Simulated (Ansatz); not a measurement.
Basis sets compared for Ga(H2O)H3 (GaOH5). The state is a singlet with charge 0. Geometry r2SCAN-D4/def2-TZVP. Ansatz on 4 threads of Intel Xeon on a shared host; times are rough, and most runs start from earlier orbitals.

```xyz
7

Ga    0.711   -0.223    0.618
O    -0.981   -0.034   -0.750
H    -0.670    0.282   -1.609
H    -1.588    0.640   -0.420
H    -0.137   -0.619    1.875
H     1.193    1.272    0.489
H     1.473   -1.318   -0.202
```

Binding counts from free atoms (Ga doublet, O triplet, H doublet) in the same basis, without a counterpoise term.

```csv
level,functions,energy (Eh),HOMO (eV),LUMO (eV),binding per atom (eV),wall time
PBE-D4/def2-SVP,71,-2002.3733,-6.38,-1.18,2.71,0.75 s
PBE0-D4/def2-SVP,71,-2002.4221,-7.67,-0.29,2.68,1 s
```

Problem. Estimate the rows for PBE-D4/def2-TZVP, PBE0-D4/def2-TZVP.

Solution. 
```json
{"level": "PBE-D4/def2-TZVP", "functions": "109", "energy (Eh)": "-2002.7179", "HOMO (eV)": "-6.47", "LUMO (eV)": "-1.52", "binding per atom (eV)": "2.70", "wall time": "1.1 s"}
{"level": "PBE0-D4/def2-TZVP", "functions": "109", "energy (Eh)": "-2002.7632", "HOMO (eV)": "-7.73", "LUMO (eV)": "-0.65", "binding per atom (eV)": "2.67", "wall time": "1.6 s"}
```
